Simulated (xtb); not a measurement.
Cl₂CrO₂, charge +1, doublet, from a rough starting geometry (GFN-xTB shapes and energies of metal compounds can be far from the true ones) (the multiplicity is a formal guess); GFN2-xTB run with xtb 6.7.1.

Input for xtb:
```
$ xtb mol.xyz --gfn 2 --chrg 1 --uhf 1 --opt vtight --json

# file mol.xyz
5

Cr     0.12652442    -0.03650400     0.01981273
O      1.20196324    -0.55278062    -0.98989243
O      0.53404892     0.27377359     1.50132325
Cl    -0.59360682     1.68944390    -0.71545940
Cl    -1.39102827    -1.35076792     0.04872388
```

The log (banner, timings and long lists left out):

```
   ID    Z sym.   atoms
    1   24 Cr     1
    2    8 O      2, 3
    3   17 Cl     4, 5

           -------------------------------------------------
          |                Calculation Setup                |
           -------------------------------------------------

           -------------------------------------------------
          |                 G F N 2 - x T B                 |
           -------------------------------------------------

          ...................................................
          :                      SETUP                      :
          :.................................................:
          :  # basis functions                  38          :
          :  # atomic orbitals                  35          :
          :  # shells                           13          :
          :  # electrons                        31          :
          :  max. iterations                   250          :
          :  Hamiltonian                  GFN2-xTB          :
          :  restarted?                      false          :
          :  GBSA solvation                  false          :
          :  PC potential                    false          :
          :  electronic temp.          300.0000000     K    :
          :  accuracy                    1.0000000          :
          :  -> integral cutoff          0.2500000E+02      :
          :  -> integral neglect         0.1000000E-07      :
          :  -> SCF convergence          0.1000000E-05 Eh   :
          :  -> wf. convergence          0.1000000E-03 e    :
          :  Broyden damping             0.4000000          :
          :  net charge                          1          :
          :  unpaired electrons                  1          :
          ...................................................

 iter      E             dE          RMSdq      gap      omega  full diag
   1    -12.6281925 -0.126282E+02  0.293E+01    1.13       0.0  T
   2    -13.0627765 -0.434584E+00  0.315E+01    6.16       1.0  T
   3    -17.0480705 -0.398529E+01  0.232E+01    4.06       1.0  T
   4    -17.4799312 -0.431861E+00  0.202E+01    3.67       1.0  T
   5    -18.1030478 -0.623117E+00  0.102E+01    3.86       1.0  T
   6    -18.7954217 -0.692374E+00  0.381E+00    2.87       1.0  T
   7    -18.7661649  0.292568E-01  0.424E+00    2.55       1.0  T
   8    -18.7784668 -0.123019E-01  0.331E+00    2.86       1.0  T
   9    -18.6757710  0.102696E+00  0.496E+00    3.11       1.0  T
[...]
         :: total energy             -18.745683509894 Eh    ::
 * total energy  :   -18.7456835 Eh     change        0.1616236E-09 Eh
 * total energy  :   -18.7461540 Eh     change       -0.4705030E-03 Eh
 * total energy  :   -18.7466761 Eh     change       -0.5220730E-03 Eh
 * total energy  :   -18.7467417 Eh     change       -0.6563031E-04 Eh
 * total energy  :   -18.7467549 Eh     change       -0.1313494E-04 Eh
 * total energy  :   -18.7467603 Eh     change       -0.5425331E-05 Eh
 * total energy  :   -18.7467623 Eh     change       -0.1994684E-05 Eh
 * total energy  :   -18.7467634 Eh     change       -0.1084169E-05 Eh
 * total energy  :   -18.7467634 Eh     change       -0.3738265E-07 Eh
   *** GEOMETRY OPTIMIZATION CONVERGED AFTER 9 ITERATIONS ***
         :: total energy             -18.746763392616 Eh    ::
[...]
             Fermi-level           -0.6799239 Eh          -18.5017 eV

     #   Z          covCN         q      C6AA      α(0)
     1  24 Cr       3.032     0.687   152.709    31.969
     2   8 O        0.742    -0.176    17.720     5.641
     3   8 O        0.742    -0.176    17.720     5.641
     4  17 Cl       0.778     0.333    89.643    14.483
     5  17 Cl       0.778     0.333    89.642    14.483

 Mol. C6AA /au·bohr⁶  :       1495.891205
 Mol. C8AA /au·bohr⁸  :      73441.095613
 Mol. α(0) /au        :         72.218175

Wiberg/Mayer (AO) data.
largest (>0.10) Wiberg bond orders for each atom

 ---------------------------------------------------------------------------
     #   Z sym  total        # sym  WBO       # sym  WBO       # sym  WBO
 ---------------------------------------------------------------------------
     1  24 Cr   6.956 --     3 O    2.078     2 O    2.078     4 Cl   1.400
                             5 Cl   1.400
     2   8 O    2.402 --     1 Cr   2.078     5 Cl   0.114     4 Cl   0.114
     3   8 O    2.403 --     1 Cr   2.078     5 Cl   0.114     4 Cl   0.114
     4  17 Cl   1.730 --     1 Cr   1.400     2 O    0.114     3 O    0.114
                             5 Cl   0.102
     5  17 Cl   1.730 --     1 Cr   1.400     2 O    0.114     3 O    0.114
                             4 Cl   0.102
 ---------------------------------------------------------------------------

Topologies differ in total number of bonds
Writing topology from bond orders to xtbtopo.mol

molecular dipole:
                 x           y           z       tot (Debye)
 q only:       -1.678       0.294      -0.577
   full:       -2.043       0.357      -0.695       5.559
molecular quadrupole (traceless):
                xx          xy          yy          xz          yz          zz
 q only:       -0.472       2.102       5.452       0.965      -3.290      -4.980
  q+dip:       -1.643       2.920       7.395       0.656      -4.010      -5.752
   full:       -1.425       2.862       7.282       0.771      -4.036      -5.857

optimized geometry written to: xtbopt.xyz

           -------------------------------------------------
          | TOTAL ENERGY              -18.746763392616 Eh   |
          | GRADIENT NORM               0.000035905020 Eh/α |
          | HOMO-LUMO GAP               2.754293225862 eV   |
           -------------------------------------------------

normal termination of xtb
```
